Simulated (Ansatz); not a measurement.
`FC1=[CH][InH][S]1`, 7 atoms. Charge 0, multiplicity 1. Correlated methods include outer-core shells of In, which these sets cover unevenly. In: def2 effective core potential. Hardware: A = 2 threads of an AMD EPYC 7R13 on a shared host; B = 2 threads of an AMD EPYC 7R13 on a shared host and a share of an NVIDIA H100 80 GB. Correlated methods freeze the cores. Open-shell runs search over several starts.

How many basis functions does each run have, and how long does it take in Ansatz? RKS ωB97M-V/def2-SVP energy [A]; RHF-CCSD(T)/def2-TZVPP energy [B]; UKS PBE0-D4/def2-TZVPP energy of the cation [A]; RKS PBE0-D4/def2-QZVPP energy [B]; RKS ωB97M-V/def2-TZVPP energy and forces [A]; UKS r2SCAN-D4/def2-TZVPP energy of the cation [A]; UHF-CCSD(T)/def2-TZVPP energy of the cation [B]; RHF-CCSD(T)/def2-SVP energy [A]; RKS PBE0-D4/def2-TZVP relaxation (7 steps) [B]; RKS SPW92 (LDA)/def2-TZVPP energy [A]; RHF-CCSD(T)/def2-QZVPP energy [B]; RKS ωB97M-V/def2-QZVPP energy [B]. (Estimate.)

Ansatz gave: Other jobs shared the machine, so times are rough.

| level | job | functions | wall time | peak host memory (GiB) |
| --- | --- | --- | --- | --- |
| RKS SPW92 (LDA)/def2-TZVPP | energy [A] | 213 | 1.6 s | 0.31 |
| RHF-CCSD(T)/def2-TZVPP | energy [B] | 213 | 2.4 s | 0.83 |
| RKS PBE0-D4/def2-QZVPP | energy [B] | 383 | 4.1 s | 0.94 |
| RKS ωB97M-V/def2-SVP | energy [A] | 96 | 6 s | 0.35 |
| RHF-CCSD(T)/def2-SVP | energy [A] | 96 | 6.5 s | 0.45 |
| RKS ωB97M-V/def2-QZVPP | energy [B] | 383 | 8 s | 1 |
| UKS PBE0-D4/def2-TZVPP | energy of the cation [A] | 213 | 8.5 s | 0.82 |
| UKS r2SCAN-D4/def2-TZVPP | energy of the cation [A] | 213 | 11 s | 0.44 |
| RKS PBE0-D4/def2-TZVP | relaxation (7 steps) [B] | 192 | 12 s | 0.9 |
| RKS ωB97M-V/def2-TZVPP | energy and forces [A] | 213 | 14 s | 0.8 |
| RHF-CCSD(T)/def2-QZVPP | energy [B] | 383 | 16 s | 0.93 |
| UHF-CCSD(T)/def2-TZVPP | energy of the cation [B] | 213 | 20 s | 1 |
